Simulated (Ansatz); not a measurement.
CH8Al2BP, relaxed with RKS PBE0-D4/def2-TZVP in Ansatz 0.2.0 from a PBE-D4/def2-SVP geometry. The force threshold is 0.005 eV/Å; the program also tests the step.

Charge 0, multiplicity 1. The bonds changed during the relaxation, so this is another structure than the one it started from.

Start:

```xyz
13

Al   -0.156    1.532    0.024
C    -0.205    0.381   -1.607
B    -0.529   -0.965   -0.928
P     0.824   -2.006   -0.028
Al    0.717   -0.335    1.597
H    -0.452    3.082    0.233
H    -0.797    0.583    1.353
H     0.826    0.507   -2.004
H    -0.959    0.769   -2.320
H    -1.682   -1.362   -0.880
H    -0.044   -2.909    0.687
H     1.384    1.037    0.726
H     1.073   -0.315    3.147
```

**Question.** How much energy does the relaxation release, and in how many steps? (Best estimate.)

**Answer.** The calculation gave: 3.24 kJ/mol, in 8 steps, 1 of them rejected.

**Question.** Which bonds change most? (Best estimate.)

**Answer.** The calculation gave: Al1–Al5 from 2.592 to 2.570 Å; B3–H10 from 1.221 to 1.200 Å; P4–H11 from 1.442 to 1.422 Å; P4–Al5 from 2.334 to 2.314 Å.

**Question.** Give the relaxed structure. (Estimate.)

**Answer.** The calculation gave: 
```xyz
13

Al   -0.152    1.520    0.028
C    -0.210    0.379   -1.591
B    -0.530   -0.965   -0.935
P     0.805   -1.986   -0.017
Al    0.717   -0.325    1.592
H    -0.444    3.056    0.231
H    -0.784    0.576    1.345
H     0.806    0.505   -1.982
H    -0.949    0.764   -2.295
H    -1.661   -1.364   -0.909
H    -0.048   -2.880    0.686
H     1.375    1.028    0.720
H     1.076   -0.307    3.126
```
